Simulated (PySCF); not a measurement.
ZnBr, SMILES [Zn+][Br], charge +1.

The structure is a stationary point at PBE0-D3(BJ)/def2-TZVP. The multiplicity is an assumed one; other spin states were not compared.

Calculation: PySCF with B3LYP/def2-TZVPD.

Isolated molecule, no solvent.

Q: Estimate the frontier levels, gap, dipole moment and polarisability. (Estimate from the structure and the level; the computed values follow.)

A: 
The highest occupied level is -14.08 eV, the lowest empty level is -11.18 eV and the orbital gap is 2.90 eV. The dipole moment about the centre of nuclear charge is 1.266 e·Å, the mean static polarisability is 38.5 bohr³ (5.70 Å³) and the polarisability, principal values is 29.5, 29.5, 56.4 bohr³.
